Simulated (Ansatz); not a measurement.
C₂H₈O₃Si₂ (`C=C[SiH](O)[SiH](O)O`) at its PBE0-D4/def2-TZVP geometry, where that method's forces vanish. Charge 0, multiplicity 1.

```xyz
15

C    -2.3580    0.1769    0.4969
C    -1.8459   -0.0462   -0.7113
Si   -0.0475   -0.4207   -1.0126
O     0.5581    0.4434   -2.2969
Si    1.3153    0.2353    0.7824
O     2.8697   -0.2957    0.6146
O     0.6892   -0.4614    2.1337
H    -1.7415    0.1678    1.3920
H    -3.4176    0.3646    0.6486
H    -2.5255   -0.0276   -1.5643
H     0.0905   -1.8788   -1.3133
H     0.3918    0.1049   -3.1771
H     1.3620    1.7248    0.9190
H     3.4745    0.2756    0.1389
H     1.1848   -0.3630    2.9493
```

(1) What forces (eV/Å) does ωB97M-V/def2-TZVPP give on these atoms in the Gaussian-basis code of Ansatz? (An estimate is asked.)

## Answers

(1) Ansatz gave: 
```
C1  -0.018  0.006  0.033
C2  -0.064  0.018 -0.039
Si3  0.061 -0.181  0.188
O4   0.018  0.020 -0.106
Si5 -0.146  0.202 -0.176
O6   0.098  0.009 -0.046
O7  -0.006 -0.036  0.126
H8  -0.036 -0.002 -0.070
H9   0.090 -0.013 -0.021
H10  0.031 -0.004  0.076
H11 -0.013  0.154  0.026
H12  0.016  0.031  0.016
H13 -0.001 -0.157 -0.015
H14  0.003 -0.032  0.021
H15 -0.033 -0.015 -0.014
```
